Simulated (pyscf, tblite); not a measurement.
H₂C=CH–SiH₃ → H₃C–CH=SiH₂: energy along the mass-weighted descent from the GFN2-xTB saddle (tblite), relative to the relaxed reactant side.

```json
[
 {"s (amu^1/2 bohr)": "-5.73", "E (kcal/mol)": "0.1"},
 {"s (amu^1/2 bohr)": "-5.57", "E (kcal/mol)": "0.1"},
 {"s (amu^1/2 bohr)": "-5.39", "E (kcal/mol)": "0.3"},
 {"s (amu^1/2 bohr)": "-5.12", "E (kcal/mol)": "0.5"},
 {"s (amu^1/2 bohr)": "-4.76", "E (kcal/mol)": "0.9"},
 {"s (amu^1/2 bohr)": "-3.72", "E (kcal/mol)": "4.1"},
 {"s (amu^1/2 bohr)": "-1.68", "E (kcal/mol)": "29.4"},
 {"s (amu^1/2 bohr)": "0.360", "E (kcal/mol)": "66.7"},
 {"s (amu^1/2 bohr)": "2.28", "E (kcal/mol)": "28.0"},
 {"s (amu^1/2 bohr)": "4.32", "E (kcal/mol)": "21.3"},
 {"s (amu^1/2 bohr)": "6.36", "E (kcal/mol)": "18.8"},
 {"s (amu^1/2 bohr)": "8.06", "E (kcal/mol)": "16.9"},
 {"s (amu^1/2 bohr)": "8.64", "E (kcal/mol)": "16.0"},
 {"s (amu^1/2 bohr)": "9.12", "E (kcal/mol)": "15.3"},
 {"s (amu^1/2 bohr)": "9.51", "E (kcal/mol)": "14.9"}
]
```

Q: The GFN2-xTB barrier from the reactant side is 295.6 kJ/mol. What does ωB97X-D3(BJ) (PySCF) give from its own reactant-side minimum, in def2-SVP and in def2-TZVP?

A: 321.4 kJ/mol in the double-zeta basis after reoptimising the saddle, and 320.6 kJ/mol in the triple-zeta single point, so the tight-binding barrier lies 25.0 kJ/mol under the latter. The imaginary mode goes from 1606i to 1524i cm⁻¹.
